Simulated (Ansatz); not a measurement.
The same atomization along the group B, Ga, In.

Isolated molecules relaxed with PBE0-D4/def2-TZVP in Ansatz; ΔE leaves out vibrations. CBS: MP2 limit from def2 TZ/QZ plus the TZ coupled-cluster correction, frozen cores. This one scheme is used for every species, atoms too. DFT in def2-TZVPP. No spin–orbit coupling; open shells (•) take unrestricted orbitals. Spin–orbit coupling would lower the free atoms: a little for B, C, O; clearly for Ga; strongly for In. def2 core potentials past Kr. For Ga, In outer-core shells are correlated without core-valence functions, so the limit isn't a true one: a few kJ/mol of doubt a bond, and 10 to 20 or more in all where bonds break to atoms. Scalar relativity is left out up to krypton. One conformer a species, not always the lowest.

| reaction | B97M-V (kcal/mol) | CCSD/CBS(def2) (kcal/mol) | CCSD(T)/CBS(def2) (kcal/mol) |
| --- | --- | --- | --- |
| `CBOC` → B• + 2 C• + 7 H• + O• | 1028.8 | 1012.3 | 1023.9 |
| `C[O][GaH][CH3]` → Ga• + 2 C• + 7 H• + O• | 918.5 | 908.5 | 920.2 |
| `C[O][InH][CH3]` → In• + 2 C• + 7 H• + O• | 885.3 | 875.3 | 887.5 |

Largest T1 diagnostic: 0.015, for `C[O][InH][CH3]`.

For atomizations the MP2-based limit and the directly extrapolated one differ by several kJ/mol either way, and by 10 to 25 for some Ge, Se and Sn compounds, so smaller differences from it don't rank the levels.
